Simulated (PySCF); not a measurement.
Structure with atom numbers: `[C-:1]#[N+:2][c:3]1[cH:4][cH:5][cH:6][cH:7][cH:8]1`. Hydrogens are named by the atom that carries them.

Geometry: PBE0-D3(BJ)/def2-TZVP; GIAO absolute shieldings from PySCF, gas phase, non-relativistic, averaged over equivalent atoms.

At KT3/pcSseg-2 (358 basis functions):
```csv
atoms,σ (ppm)
C1,11.5
C5/C7,56.0
C4/C8,57.2
C6,57.4
C3,57.6
N2,65.5
H(C4)/H(C8),24.19
H(C5)/H(C7),24.22
H(C6),24.28
```

Task: What do these become at PBE0/pcSseg-2?

Result: 
| atoms | σ at PBE0/pcSseg-2 | change |
| --- | --- | --- |
| C1 | -7.5 | -19.0 |
| C5/C7 | 47.1 | -8.9 |
| C4/C8 | 48.5 | -8.7 |
| C6 | 48.3 | -9.1 |
| C3 | 49.3 | -8.3 |
| N2 | 57.5 | -8.0 |
| H(C4)/H(C8) | 23.80 | -0.39 |
| H(C5)/H(C7) | 23.82 | -0.40 |
| H(C6) | 23.86 | -0.42 |

The largest change is at C1 (isocyanide carbon). Cost: 358 basis functions. The order of the carbon signals changes between the two levels.
